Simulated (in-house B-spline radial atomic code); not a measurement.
Cd. Computed with a B-spline radial atomic code. Model: all-electron spherical atom, spin shells full or empty, radial basis limit, no spin-orbit coupling, Breit or QED, empty-state partial waves extrapolated as (l+1/2)^-4, RPA, G0W0 and static COHSEX of the highest shell as one setting changes (uncorrelated shells keep exact exchange).

Given: element Cd; charge 0; filled core Kr; hamiltonian one-electron scalar X2C; mean-field start LDA VWN5; highest l of empty states 9; nuclear rms radius 4.6087 fm; highest mean-field shell 5s.

Shell: 4d 5 5, 5s 1 1 (electrons up and down).

| lowest nl shells left uncorrelated | RPA correlation energy (hartree) | G0W0 level (eV) | G0W0 minus most complete (meV) | COHSEX level (eV) | removal by RPA minus most complete (meV) |
| --- | --- | --- | --- | --- | --- |
| 0 | -3.779 | -9.1327 | 0 | -11.161 | 0 |
| 1 | -3.6073 | -9.1327 | 0.1 | -11.161 | -0.1 |
| 2 | -3.4147 | -9.1339 | -1.1 | -11.164 | 1.5 |
| 3 | -2.8652 | -9.1324 | 0.3 | -11.16 | 1.1 |
| 4 | ? | ? | ? | ? | ? |
| 5 | ? | ? | ? | ? | ? |
| 6 | -1.3303 | -9.105 | 27.8 | -11.119 | -10 |
| 7 | -1.1705 | -9.1416 | -8.9 | -11.2 | 22.2 |
| 8 | -0.71398 | -9.1065 | 26.2 | -11.157 | -42.5 |
| 9 | -0.06178 | -8.3596 | 773.1 | -9.9057 | -990.7 |

(1) What follows for lowest nl shells left uncorrelated = 4?

(2) What follows for lowest nl shells left uncorrelated = 5?

Results:

(1) RPA correlation energy -2.6851 hartree; G0W0 level -9.1396 eV; G0W0 minus most complete -6.8 meV; COHSEX level -11.177 eV; removal by RPA minus most complete 8.7 meV.

(2) RPA correlation energy -2.1553 hartree; G0W0 level -9.1349 eV; G0W0 minus most complete -2.2 meV; COHSEX level -11.171 eV; removal by RPA minus most complete 7.8 meV.
